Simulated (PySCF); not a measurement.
Molecule: `InChI=1S/C4H7OPSi/c6-7-4-2-1-3-5-4/h1-3H,6-7H2`.

Bonds (- single, = double, # triple, : aromatic): P1-Si2, Si2-C3, C3:C4, C4:C5, C5:C6, C6:O7, O7:C3. P1 carries H8, H9; Si2 carries H10, H11; C4 carries H12; C5 carries H13; C6 carries H14.

Frames of a GFN2-xTB Langevin trajectory at 200 K; GIAO PBE0/pcSseg-1 shieldings in PySCF 2.14, gas phase, non-relativistic; equivalent atoms averaged within each frame.

Scale: H3PO4 for 31P (σ = 318.38 ppm); 29Si (σ = 349.16 ppm) and 13C (σ = 186.93 ppm) and 1H (σ = 31.72 ppm) against TMS; 17O (σ = 336.08 ppm) vs H2O (reference shieldings calculated alike). The references are static minima.

Question: How do the shifts (ppm) fluctuate along the trajectory?

Answer: 
```
         time (fs)      P1    Si2     C3     C6     C4     C5     O7   H14   H12   H13
               250  -266.7  -66.7  161.8  156.0  129.2  117.5  322.2  7.85  7.27  6.15
               425  -318.3  -65.9  162.4  158.8  133.8  126.7  333.5  8.70  7.03  6.94
               625  -269.0  -64.5  157.9  149.7  137.4  118.9  310.3  7.31  8.08  6.53
               800  -279.7  -64.8  163.3  157.7  138.1  121.1  324.6  7.70  7.14  7.14
              1000  -300.1  -69.7  160.4  152.9  127.8  113.4  321.8  7.86  6.70  6.50
    mean of frames  -286.8  -66.3  161.2  155.0  133.2  119.5  322.5  7.88  7.24  6.65
standard deviation    22.0    2.1    2.1    3.7    4.7    4.9    8.3  0.51  0.51  0.39
```

5 frames give an uncertainty of the mean of about the standard deviation over 2.2 at best, since frames this close in time may not be independent; classical motion lacks zero-point vibration, and the reference would need the same averaging.
